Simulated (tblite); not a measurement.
C₄H₃ClSSi.
Bonds: C1–C2 (triple), C2–C3, C3–C4 (double), C4–S5 (double), C3–Si6, Si6–Cl7. Hydrogens: H8 on C1; H9, H10 on Si6.

Computed with GFN2-xTB (tblite), gas phase: L-BFGS steps from a force-field or distance-geometry start until the largest atomic force falls under 0.01 eV/Å.

Step 1: E = -531.5413 eV
```
atom  x, y, z in Å  |  force x, y, z in eV/Å
C1      2.3778    0.1782    0.8525    4.366  -0.339   1.731
C2      1.2960    0.2689    0.4207   -4.230   0.544  -1.771
C3     -0.0202    0.4176   -0.1107   -0.443   2.615  -0.819
C4     -0.4396    1.5805   -0.6702    0.358   0.079   0.195
S5     -0.9214    2.9885   -1.3090    0.793  -2.662   1.137
Si6    -1.2325   -1.0236    0.0154   -0.059  -0.401  -0.169
Cl7    -0.8347   -2.1214   -1.6429   -0.089  -0.045   0.109
H8      3.3730    0.1102    1.2468   -0.771  -0.013  -0.290
H9     -2.6127   -0.5578   -0.0354    0.017   0.057  -0.003
H10    -0.9768   -1.8364    1.2103    0.057   0.164  -0.121
```

Step 2: E = -530.8465 eV
```
atom  x, y, z in Å  |  force x, y, z in eV/Å
C1      2.4364    0.1739    0.8756   -8.638   0.756  -3.473
C2      1.2520    0.2743    0.4018    6.017  -0.145   2.274
C3     -0.0189    0.4932   -0.1299   -1.432   0.459  -0.458
C4     -0.4515    1.6381   -0.6916    3.859  -9.707   4.720
S5     -0.8875    2.8809   -1.2620   -2.982   7.983  -3.767
Si6    -1.2543   -1.0602    0.0133    0.871   1.156  -0.364
Cl7    -0.8373   -2.1205   -1.6376   -0.042  -0.213  -0.116
H8      3.3536    0.1102    1.2394    2.493  -0.298   1.020
H9     -2.6083   -0.5564   -0.0353   -0.258   0.074  -0.017
H10    -0.9753   -1.8288    1.2038    0.113  -0.066   0.181
```

Step 3: E = -531.7449 eV
```
atom  x, y, z in Å  |  force x, y, z in eV/Å
C1      2.3990    0.1770    0.8607   -1.749   0.172  -0.712
C2      1.2725    0.2743    0.4096    1.193   0.091   0.406
C3     -0.0281    0.4742   -0.1274    0.342  -1.396   0.837
C4     -0.4278    1.5710   -0.6608   -0.557   2.333  -0.950
S5     -0.9113    2.9497   -1.2933    0.380  -1.482   0.601
Si6    -1.2405   -1.0402    0.0118    0.301   0.297  -0.266
Cl7    -0.8367   -2.1221   -1.6400   -0.046  -0.077   0.036
H8      3.3685    0.1089    1.2454    0.077  -0.095   0.051
H9     -2.6114   -0.5564   -0.0354   -0.047   0.056  -0.002
H10    -0.9752   -1.8317    1.2069    0.107   0.102  -0.002
```

Task: Estimate the geometry and energy of step 4. (The exact step hangs on the optimiser's Hessian estimate; all steps are aligned on step 3, rigid shifts and turns removed.)

Result: E = -531.7856 eV, largest force 1.820 eV/Å
```
atom  x, y, z in Å  |  force x, y, z in eV/Å
C1      2.3810    0.1789    0.8533    1.690  -0.120   0.666
C2      1.2800    0.2769    0.4115   -1.469   0.327  -0.649
C3     -0.0263    0.4536   -0.1167   -0.287   0.756  -0.179
C4     -0.4298    1.5876   -0.6666    0.436  -0.492   0.397
S5     -0.9102    2.9413   -1.2905    0.098  -0.608   0.210
Si6    -1.2325   -1.0308    0.0078    0.090   0.082  -0.099
Cl7    -0.8373   -2.1236   -1.6401   -0.049  -0.097   0.008
H8      3.3707    0.1075    1.2466   -0.640  -0.032  -0.241
H9     -2.6128   -0.5557   -0.0355    0.055   0.029  -0.009
H10    -0.9738   -1.8311    1.2076    0.075   0.154  -0.104
```

The energy changes by -0.0407 eV. The first-order estimate −F·Δx gives -0.1523 eV and the mean of the old and new forces, exact on a quadratic surface, -0.0412 eV. The step makes an angle of 24° with the force vector and moves no atom by more than 0.023 Å.

The cost below is that of the whole relaxation. On an Arm Neoverse N1 with one thread, shared host with 64 logical CPUs at a one-minute load of 60, this took 0.63 s.
